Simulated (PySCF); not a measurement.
C6H7NOS.
Atom-mapped SMILES: `[CH3:1][S@@:2](=[O:3])[c:4]1[cH:5][cH:6][cH:7][cH:8][n:9]1` (hydrogens: H10, H11, H12 on C1; H13 on C5; H14 on C6; H15 on C7; H16 on C8)

Geometry (GFN2-xTB, Å), atoms numbered from 1 in this order:
```xyz
16
C6H7NOS angstrom
C      2.5395    0.4078    0.8334
S      1.8628    0.4330   -0.8861
O      2.2146   -0.8529   -1.4943
C      0.1369    0.2189   -0.3078
C     -0.5586   -0.9254   -0.6567
C     -1.8671   -1.0429   -0.2162
C     -2.4110   -0.0118    0.5356
C     -1.6196    1.0929    0.8169
N     -0.3691    1.2093    0.4033
H      2.3196   -0.5506    1.2912
H      3.6131    0.5520    0.7700
H      2.0718    1.2209    1.3760
H     -0.0665   -1.6849   -1.2438
H     -2.4507   -1.9195   -0.4568
H     -3.4268   -0.0616    0.8954
H     -1.9967    1.9238    1.3984
```

Computed with wB97X-D/def2-SVPD in PySCF (dipole) on a GFN2-xTB geometry, gas phase.

Take the most abundant isotopes and a rigid rotor. The values belong to one conformer with, in the numbering `[CH3:1][S@@:2](=[O:3])[c:4]1[cH:5][cH:6][cH:7][cH:8][n:9]1`, C1–S2–C4–C5 -116°.

Task: What are A, B and C (MHz)?

Result: Ia = 159.21, Ib = 497.26, Ic = 599.27 u·Å²; 505379 MHz·u·Å²/I gives A = 3174, B = 1016, C = 843.3 MHz.

Task: What kind of rotor is it?

Result: An asymmetric top: κ = (2 × 1016 − 3174 − 843.3)/(3174 − 843.3) = -0.85.

Task: What does the inertial defect say?

Result: Not planar: Δ = Ic − Ia − Ib = -57.20 u·Å². For a rigid frame Δ = −2 Σ m c², so Σ m c² = 28.60 u·Å² lies off the ab plane: 6.05 from hydrogen and 22.55 from heavier atoms. The atom farthest from that plane is 1.90 Å away.

Task: Give the other two planar moments, Paa and Pbb, and the rms extents of the mass along the axes.

Result: Paa = Σ m a² = (Ib + Ic − Ia)/2 = 468.66 and Pbb = Σ m b² = (Ia + Ic − Ib)/2 = 130.61 u·Å². With the mass M = 141.02 u, the rms extents √(P/M) along a, b and c are 1.82, 0.96, 0.45 Å.

Task: Where do the levels up to J = 3 lie, in MHz?

Result: Above 0(0,0):
J = 1: 1(0,1) 1860, 1(1,1) 4018, 1(1,0) 4191
J = 2: 2(0,2) 5569, 2(1,2) 7564, 2(1,1) 8083, 2(2,1) 14557, 2(2,0) 14567
J = 3: 3(0,3) 11108, 3(1,3) 12877, 3(1,2) 13915, 3(2,2) 20136, 3(2,1) 20185, 3(3,1) 31364, 3(3,0) 31365
Those of J = 1 are B + C, A + C and A + B.

Task: Which lines would a microwave search look for?

Result: The dipole components are |μa| = 3.41 D, |μb| = 1.42 D, |μc| = 1.25 D. Intensities carry the squares of the components, which stand as 1.00 : 0.17 : 0.13 (a : b : c). Some lines, for components of 0.1 D or more:

```csv
type,branch,"J(Ka,Kc)",MHz,lower level (cm⁻¹)
a,Q,"2(1,1) ← 2(1,2)",519,0.252
b,R,"2(0,2) ← 1(1,1)",1551,0.134
c,Q,"2(1,2) ← 2(0,2)",1995,0.186
c,Q,"1(1,1) ← 1(0,1)",2158,0.062
b,Q,"2(1,1) ← 2(0,2)",2514,0.186
b,Q,"3(1,2) ← 3(0,3)",2807,0.371
b,R,"3(0,3) ← 2(1,2)",3544,0.252
a,R,"2(1,2) ← 1(1,1)",3546,0.134
a,R,"2(0,2) ← 1(0,1)",3709,0.062
a,R,"3(1,3) ← 2(1,2)",5313,0.252
a,R,"3(2,1) ← 2(2,0)",5619,0.486
b,R,"2(1,2) ← 1(0,1)",5704,0.062
c,Q,"3(2,2) ← 3(1,2)",6221,0.464
c,R,"2(1,1) ← 1(0,1)",6223,0.062
b,Q,"3(2,1) ← 3(1,2)",6271,0.464
b,Q,"2(2,0) ← 2(1,1)",6484,0.270
c,R,"3(1,2) ← 2(0,2)",8346,0.186
b,R,"2(2,1) ← 1(1,0)",10366,0.140
c,R,"2(2,0) ← 1(1,0)",10376,0.140
c,R,"2(2,1) ← 1(1,1)",10539,0.134
b,R,"2(2,0) ← 1(1,1)",10549,0.134
b,Q,"3(3,0) ← 3(2,1)",11179,0.673
c,R,"3(3,0) ← 2(2,0)",16798,0.486
```

Task: Estimate the classical rotational partition function at 50 K, 298.15 K and 500 K.

Result: Point group C1, symmetry number σ = 1; q = (√π/σ)·√((kT/h)³/(ABC)), k/h = 20836.6 MHz/K: 36100 at 50 K, 526000 at 298.15 K, 1140000 at 500 K.

No GFN2-xTB frequencies stand behind this structure, so it isn't proved a minimum. These are rigid-rotor constants of the computed structure; measured ground-state constants (B0) also hold zero-point vibration. A rigid rotor knows nothing of internal rotation, which can split or shift real lines. Quadrupole hyperfine structure (14N) is left out.
